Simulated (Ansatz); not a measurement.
H₆HfN₂O₂, SMILES `[NH2][Hf]([NH2])([OH])[OH]`, relaxed with RKS PBE0-D4/def2-TZVP in Ansatz from a GFN2-xTB geometry. The force threshold is 0.005 eV/Å; the program also tests the step.

Total charge 0; spin multiplicity 1. Hf: def2 effective core potential.

Start:

```xyz
11

N    -0.532   -1.616    0.881
Hf   -0.067    0.058   -0.152
N     1.391    1.124    0.735
O    -1.652    1.069   -0.334
O     0.443   -0.379   -1.906
H    -0.521   -2.456    0.294
H     0.083   -1.826    1.672
H     1.134    2.090    0.962
H     2.262    1.189    0.201
H    -2.383    0.696    0.170
H    -0.158    0.053   -2.523
```

```json
{"step": "1", "energy (eV)": "-8478.8065", "largest force (eV/Å)": "1.718", "largest move (Å)": "0.000"}
{"step": "2", "energy (eV)": "-8479.2796", "largest force (eV/Å)": "0.793", "largest move (Å)": "0.198"}
{"step": "3", "energy (eV)": "-8479.4215", "largest force (eV/Å)": "1.319", "largest move (Å)": "0.200"}
{"step": "4", "energy (eV)": "-8479.5173", "largest force (eV/Å)": "0.294", "largest move (Å)": "0.200"}
{"step": "5", "energy (eV)": "-8479.5332", "largest force (eV/Å)": "0.171", "largest move (Å)": "0.075"}
{"step": "6", "energy (eV)": "-8479.5439", "largest force (eV/Å)": "0.268", "largest move (Å)": "0.167"}
{"step": "7", "energy (eV)": "-8479.5502", "largest force (eV/Å)": "0.135", "largest move (Å)": "0.064"}
{"step": "8", "energy (eV)": "-8479.5541", "largest force (eV/Å)": "0.090", "largest move (Å)": "0.143"}
{"step": "9", "energy (eV)": "-8479.5559", "largest force (eV/Å)": "0.021", "largest move (Å)": "0.050"}
{"step": "10", "energy (eV)": "-8479.5560", "largest force (eV/Å)": "0.024", "largest move (Å)": "0.003"}
{"step": "11 (rejected)", "energy (eV)": "-8479.5550", "largest force (eV/Å)": "0.273", "largest move (Å)": "0.044"}
{"step": "13 (rejected)", "energy (eV)": "-8479.5560", "largest force (eV/Å)": "0.169", "largest move (Å)": "0.051"}
{"step": "15", "energy (eV)": "-8479.5567", "largest force (eV/Å)": "0.076", "largest move (Å)": "0.038"}
{"step": "17", "energy (eV)": "-8479.5573", "largest force (eV/Å)": "0.010", "largest move (Å)": "0.058"}
{"step": "19 (rejected)", "energy (eV)": "-8479.5482", "largest force (eV/Å)": "0.852", "largest move (Å)": "0.105"}
{"step": "21", "energy (eV)": "-8479.5581", "largest force (eV/Å)": "0.020", "largest move (Å)": "0.039"}
{"step": "23", "energy (eV)": "-8479.5582", "largest force (eV/Å)": "0.030", "largest move (Å)": "0.019"}
{"step": "25", "energy (eV)": "-8479.5583", "largest force (eV/Å)": "0.047", "largest move (Å)": "0.009"}
{"step": "27", "energy (eV)": "-8479.5584", "largest force (eV/Å)": "0.011", "largest move (Å)": "0.013"}
{"step": "29", "energy (eV)": "-8479.5584", "largest force (eV/Å)": "0.005", "largest move (Å)": "0.002"}
{"step": "30", "energy (eV)": "-8479.5584", "largest force (eV/Å)": "0.001", "largest move (Å)": "0.007"}
```

End:

```xyz
11

N    -0.135   -1.716    0.743
Hf   -0.202    0.083   -0.227
N     1.294    1.240    0.552
O    -1.817    1.110    0.088
O     0.019   -0.370   -2.100
H    -0.201   -2.620    0.300
H    -0.047   -1.848    1.741
H     1.200    2.207    0.828
H     2.249    0.949    0.707
H    -2.728    1.210    0.344
H     0.368   -0.245   -2.976
```

It took 67 s on 4 threads of an Intel Xeon 6975P-C on a shared host, with 0.55 GiB of host memory at the peak.
